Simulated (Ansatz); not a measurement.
Reaction (redistribution): `[NH2][Nb]([NH2])([NH2])=[S]` + `OC[SiH2]Cl` → `[NH2][Nb]([NH2])(=[S])[Cl]` + `N[SiH2]CO`

Gas-phase electronic energies from Ansatz, PBE0-D4/def2-TZVP geometries. CCSD(T)/CBS adds triple-zeta CCSD(T) − MP2 to the extrapolated MP2 energy (def2 sets, frozen cores). DFT in def2-TZVPP. HSE06 is defined as in plane-wave codes. def2 core potentials past Kr. For Nb outer-core shells are correlated without core-valence functions, which leaves a few kJ/mol of doubt a bond. One conformer a species, not always the lowest.

```
             level  ΔE (kJ/mol)  difference from CCSD(T)/CBS
         revPBE-D4        -39.9                          3.6
        r2SCANh-D4        -43.9                         -0.4
          HSE06-D4        -42.2                          1.3
          PBE-QIDH        -48.5                         -5.0
            r2SCAN        -43.8                         -0.3
RPA@PBE/def2-TZVPP        -42.7                          0.8
    MP2/def2-TZVPP        -55.2                        -11.7
SCS-MP2/def2-TZVPP        -51.8                         -8.3
SCS-MP2/def2-QZVPP        -51.0                         -7.5
    CCSD/CBS(def2)        -41.0                          2.5
       CCSD(T)/CBS        -43.5                            0
```

Largest T1 diagnostic among the species: 0.023, so the coupled-cluster value is less sure than usual.

In def2-TZVPP, CCSD(T) changes the Hartree–Fock value by −4.0 kJ/mol (the triples alone add −2.5 kJ/mol) and MP2 by −14.3 kJ/mol. Leaving LDA and LC-ωPBE aside and taking each functional with its dispersion term where it has one, the values spread over 8.6 kJ/mol, from PBE-QIDH to revPBE-D4. LDA lies −4.7 kJ/mol from PBE without D4.

CCSD(T)/CBS has its own doubt, a few kJ/mol and more with outer-core shells, so smaller differences from it don't rank the levels.
